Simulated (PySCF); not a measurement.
Gas-phase reaction: 2 GeCl₃ + H₂ = 2 GeHCl + 2 Cl₂

Computed with PySCF and rigid-rotor harmonic-oscillator thermochemistry at 1 bar. † marks an energy on the PBE0/def2-TZVP geometry and frequencies. MP2 and CCSD(T) freeze the core. Open shells (unrestricted): GeCl₃ (multiplicity 2); the rest are closed-shell singlets. B3LYP is the form with VWN-RPA correlation. Ge: all electrons, no relativistic terms. GeCl₃, GeHCl: computed as isolated molecules; such fragments, hydroxides, amides, oligomers or adducts are transient or little studied in the gas. MP2 isn't extrapolated to the basis-set limit; its ΔH°(298 K) is 677.1 kJ in def2-SVP and 660.8 kJ in def2-TZVPP. CCSD(T) isn't extrapolated to the basis-set limit. The harmonic model lacks anharmonicity and excited electronic states, which grow with temperature; levels with a mode under 35 cm⁻¹ are left out.

```tsv
level	ΔE electronic, kJ	ΔH°(298 K), kJ	ΔS°(298 K), J/K	ΔG°(1800 K), kJ
B3LYP/def2-TZVP†	564	557	172	283
CCSD(T)/def2-SVP†	619	612	172	338
M06-2X/def2-TZVP†	655	648	172	374
MP2/def2-SVP†	684	677	172	403
MP2/def2-TZVPP†	667	661	172	387
PBE0/def2-SVP†	645	639	172	365
r2SCAN/def2-TZVP†	659	652	172	378
LDA/def2-TZVP†	614	607	172	333
ωB97M-V/def2-TZVP†	594	588	172	314
ωB97X-V/def2-TZVP†	609	602	172	328
```
ΔH° is lowest at B3LYP/def2-TZVP† and highest at MP2/def2-SVP†. No reference value is set beside these.
